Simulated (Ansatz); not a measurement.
`N[SiH2][O][GeH3]` + `O=C[TeH]` → `N[SiH2][TeH]` + `O=C[O][GeH3]`  (redistribution)

Computed with Ansatz on PBE0-D4/def2-TZVP structures; ΔE is electronic, products minus reactants. CCSD(T)/CBS adds triple-zeta CCSD(T) − MP2 to the extrapolated MP2 energy (def2 sets, frozen cores). DFT in def2-TZVPP. B3LYP here is the variant with VWN-RPA as its local correlation; programs differ in this. def2 core potentials past Kr. For Ge, Te outer-core shells are correlated without core-valence functions, which leaves a few kJ/mol of doubt a bond. Scalar relativity is left out up to krypton. One conformer a species, not always the lowest.

(1) Is it downhill or uphill in electronic energy at CCSD(T)/CBS, and by how much? (Best estimate.)

(2) What do these levels give: PBE-D4, B3LYP-D4, ωB97X-V, r2SCAN, PBE0, B3LYP? (Best estimate.)

Largest T1 diagnostic among the species: 0.016.

Answers

(1) The calculation gave: Uphill: ΔE = +4.9 kJ/mol.

(2) Computed: PBE-D4 -5.5, B3LYP-D4 7.5, ωB97X-V -7.0, r2SCAN 2.0, PBE0 -10.2, B3LYP 8.8 kJ/mol.

In def2-TZVPP, CCSD(T) changes the Hartree–Fock value by +5.1 kJ/mol (the triples alone add +0.3 kJ/mol) and MP2 by +3.4 kJ/mol. From PBE to PBE0 (25 % exact exchange), in def2-TZVPP and without D4, ΔE moves by −5.5 kJ/mol.
